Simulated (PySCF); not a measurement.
# What a mistake does to a calculation on AlB2ClH3 cation

Calculated results; nothing here was measured. The program is PySCF 2.14.0, an open-source quantum chemistry code, run on an isolated molecule that a program drew, which may never have been made. The molecule is AlB2ClH3 cation (charge +1, singlet), drawn as the SMILES string `B[BH][Al+][Cl]`.

Each row is a Hartree-Fock (HF) and frozen-core CCSD(T) single point in the cc-pV(D+d)Z basis, meant for a local HF minimum. Run 1 is clean. Each other run has one planted mistake out of seven kinds, and not every kind appears here: one electron removed, one electron added, multiplicity raised by two, geometry at a saddle point, minimal basis STO-3G, one bond length entered in bohr, all coordinates scaled. The reference is restricted for singlets and unrestricted otherwise, and also for a bond in bohr. Adding or removing an electron swaps singlet and doublet. Electrons count all cores. HOMO and LUMO are orbital energies over both spins, the gradient is its largest component, and the lowest frequency (negative if imaginary) is given only where the gradient is small. Bond lengths are over the 6 bonds as drawn. T1 is the CCSD diagnostic: over 0.02 (restricted) or 0.045 (unrestricted) a single reference is doubtful.

Geometry of the clean run:
```xyz
7
AlB2ClH3 cation, angstrom
B     1.3335   -0.3359   -0.4737
B     0.3394    1.0073   -0.3215
Al   -0.7239    1.3720    1.5406
Cl   -1.7126    1.7096    3.2767
H     0.8806   -1.3720   -0.8645
H     2.4869   -0.2631   -0.1646
H     0.1043    1.8557   -1.1269
```

```
run,electrons,basis functions,<S^2>,HOMO (eV),LUMO (eV),gradient (hartree/bohr),lowest frequency (cm^-1),mean bond (Å),longest bond (Å),T1,HF (hartree),CCSD(T) (hartree),mistake
1,42,89,0.000,-16.41,-5.19,1.1e-05,81,1.5775,2.175,0.0153,-752.29461,-752.68576,no fault
2,42,89,1.044,-14.42,-5.41,1.6e-02,-,1.8780,3.829,0.0174,-752.17722,-752.53720,one bond length entered in bohr
3,42,89,2.038,-13.08,-7.70,4.7e-02,-,1.5775,2.175,0.0286,-752.18193,-752.56902,multiplicity raised by two
4,43,89,0.771,-6.47,0.83,5.1e-02,-,1.5775,2.175,0.0204,-752.50792,-752.92013,one electron added
5,42,89,0.000,-16.50,-5.18,1.8e-02,-,1.5428,2.127,0.0150,-752.29185,-752.68204,all coordinates scaled
6,42,31,0.000,-15.30,-1.16,2.7e-02,-,1.5775,2.175,0.0135,-743.94081,-744.06905,?
```

**Which mistake was planted in run 6, and what did it cost?**

It has 31 basis functions where the clean run has 89, with the same electrons and geometry. So the mistake is: minimal basis STO-3G. Subtracting run 1 and multiplying by 627.51 kcal/mol a hartree, the energy moved by 5242.1 kcal/mol in HF and 5407.1 kcal/mol in CCSD(T).

